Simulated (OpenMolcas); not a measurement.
**Ag2+ in CaO: curves along the breathing mode**

Ag2+ with its 6 nearest oxide ions, on the Ca site of CaO (a = 4.8105 Å, distance in the model lattice 2.405 Å). The rest of the host is ab initio model potentials to 7.6 Å, with orthogonalisation functions on the cations behind the ligands, and point charges beyond; the distance is set by hand and nothing relaxes. Ligand basis ANO-RCC-VDZP.

- Program: OpenMolcas 26.06
- Method: CASSCF
- Basis: ANO-RCC-VDZP [6s5p3d1f]
- Scalar Hamiltonian: DKH2, point nucleus
- Active space: 9 electrons in 5 orbitals (4d)
- State averaging: 2S+1 = 2 even, 5 roots
- Spin-orbit coupling: state interaction with AMFI integrals over the reference wave functions

Spin-free energies (labels of O, the rotations of Oh) in cm-1 above the lowest fitted minimum, as all ligands move together:

```
R (Å)     2E    2T2
2.195   7990  23810
2.246   2990  17920
2.298    420  14630
 2.35    210  13900
2.402   2220  15560
2.453   6260  19480
2.505  12470  25800
```

Cubic fits give the following; the wavenumber is harmonic, with the mass of all moving ligands, small differences in it between states hang on the degree of the fit, a number in brackets counts states of one label, and the table is a selection of at most 14 states with clean curves.

```tsv
State	R0 (Å)	Breathing mode (cm-1)	Minimum (cm-1)
2E	2.329	547	0
2T2	2.340	567	13820
```

The minimum of 2T2 is shifted by +0.0108 Å against 2E (from the unrounded fits). With M = 96.0 u for the moving shell, the Huang-Rhys factor in this mode is S = M ω ΔR² / 2ħ = 0.01483 × 96.0 × 547 × 0.0108² = 0.09. Only the first shell moves, against a rigid host.

An orbital doublet at a regular site is open to a Jahn-Teller distortion, which this geometry leaves out. With metal d orbitals alone the field can be off either way by tens of per cent. Ligand-to-metal charge-transfer states are missing. The least metal-like active orbital is 79 % on the metal (Löwdin) and no ligand orbital is active, so the numbers are rough (holds for R = 2.195). The least metal-like active orbital is 78 % on the metal (Löwdin) and no ligand orbital is active, so the numbers are rough (holds for R = 2.246). The least metal-like active orbital is 77 % on the metal (Löwdin) and no ligand orbital is active, so the numbers are rough (holds for R = 2.298). The least metal-like active orbital is 76 % on the metal (Löwdin) and no ligand orbital is active, so the numbers are rough (holds for R = 2.35). The least metal-like active orbital is 74 % on the metal (Löwdin) and no ligand orbital is active, so the numbers are rough (holds for R = 2.402). The least metal-like active orbital is 72 % on the metal (Löwdin) and no ligand orbital is active, so the numbers are rough (holds for R = 2.453). The least metal-like active orbital is 69 % on the metal (Löwdin) and no ligand orbital is active, so the numbers are rough (holds for R = 2.505). No measured value stands beside these numbers.
